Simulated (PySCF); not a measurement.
H2MgSe, SMILES [MgH][SeH]. Atoms are numbered in the order given.

```xyz
4

Mg    -0.0017    -1.7441     0.0000
H      0.0060    -3.4484     0.0000
Se    -0.0420     0.6970     0.0000
H      1.4424     0.6804     0.0000
```
Charge 0, spin multiplicity 1.

Coordinates come from a PBE-D3(BJ)/def2-TZVP optimisation.

The numbers are results of PBE0/pcSseg-2 (PySCF), not measurements.

GIAO shieldings, no solvent; atoms alike by connectivity are averaged. δ = σ(ref) − σ: ¹H against TMS (σ = 31.54 ppm); ⁷⁷Se against Me2Se (σ = 1739.2 ppm), references at their B3LYP-D3(BJ)/def2-TZVP geometries, non-relativistic.

Computed chemical shifts:
```
nucleus  atoms  count  δ (ppm)
-------  -----  -----  -------
¹H          H2      1     5.18
¹H          H4      1    -0.57
⁷⁷Se       Se3      1   -600.8
```
